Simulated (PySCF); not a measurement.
C₂H₇FOSi, SMILES [SiH](F)(C)OC.

Coordinates come from a B3LYP-D3(BJ)/def2-SVP optimisation. This is a generated structure with no PubChem entry under its InChIKey; it may be hypothetical. The values are those of a single conformer.

Method: HF/def2-TZVP (PySCF).

Gas-phase values at a fixed geometry.

Computed frontier levels, gap, dipole moment and polarisability:
| Property | Result |
|---|---|
| highest occupied level | -12.30 eV |
| lowest empty level | 3.70 eV |
| orbital gap | 16.00 eV |
| dipole moment | 1.43 D |
| quadrupole, principal values (traceless, Buckingham form, about the centre of nuclear charge) | -6.68, -1.05, 7.72 D·Å |
| mean static polarisability | 47.8 bohr³ (7.08 Å³) |
| polarisability, principal values | 43.2, 45.6, 54.5 bohr³ |
